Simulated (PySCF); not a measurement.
PySCF 2.14 output of an unrestricted BP86 calculation on a single atom or ion in aug-cc-pwCVTZ-DK with one added diffuse shell each of s, p, d, f, g type (11s10p8d5f4g, 152 functions), with the spin-free X2C one-electron Hamiltonian (Gaussian nucleus):

```
SCF conv_tol = 1e-09
number electrons alpha = 15  beta = 11
    A. D. Becke.,  Phys. Rev. A 38, 3098 (1988)
    J. P. Perdew.,  Phys. Rev. B 33, 8822 (1986)
cycle= 1 E= -1393.16533627017  delta_E= -0.0229  |g|= 0.153  |ddm|= 0.569
cycle= 2 E= -1393.15482929416  delta_E= 0.0105  |g|= 0.321  |ddm|= 0.329
cycle= 3 E= -1393.17016316292  delta_E= -0.0153  |g|= 0.0292  |ddm|= 0.17
cycle= 4 E= -1393.17033737812  delta_E= -0.000174  |g|= 0.000455  |ddm|= 0.0157
cycle= 5 E= -1393.17033741582  delta_E= -3.77e-08  |g|= 0.000192  |ddm|= 0.00148
cycle= 6 E= -1393.17033742317  delta_E= -7.35e-09  |g|= 1.08e-05  |ddm|= 0.000288
cycle= 7 E= -1393.17033742319  delta_E= -2.23e-11  |g|= 1.47e-07  |ddm|= 1.02e-05
converged SCF energy = -1393.17033742319  <S^2> = 6.0005485  2S+1 = 5.0002194
```

The run itself started from symmetry-adapted Hartree-Fock orbitals and held the occupation by maximum overlap, on a logarithmic radial grid, so the iterations belong to that start.

Task: Which element, charge and spin multiplicity is this?

Result: Co⁺ (cobalt, charge +1), multiplicity 5; the state was [Ar] 3d7 4s1, high-spin 5F determinant (an excited configuration).
